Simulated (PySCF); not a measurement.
## Correlation energy of K⁺ (potassium, charge +1)

[Ar], closed-shell 1S. All numbers are calculated (PySCF 2.14, the spin-free X2C one-electron Hamiltonian (Gaussian nucleus), in x2c-TZVPPall). Frozen: [Ne]; 8 electrons correlated.

MP2 pair energies summed by pair of shells (mhartree):

```tsv
pair	energy	share (%)
3p-3p	-126.28	83.7
3s-3p	-18.07	12.0
3s-3s	-6.52	4.3
```

Total MP2 correlation energy: -150.87 mhartree.

Same-spin part -42.01 and opposite-spin part -108.86 mhartree; SCS-MP2 scales them by 1/3 and 6/5 to -144.63 mhartree.

This basis was not built for core-valence correlation, so the inner-shell part is incomplete.
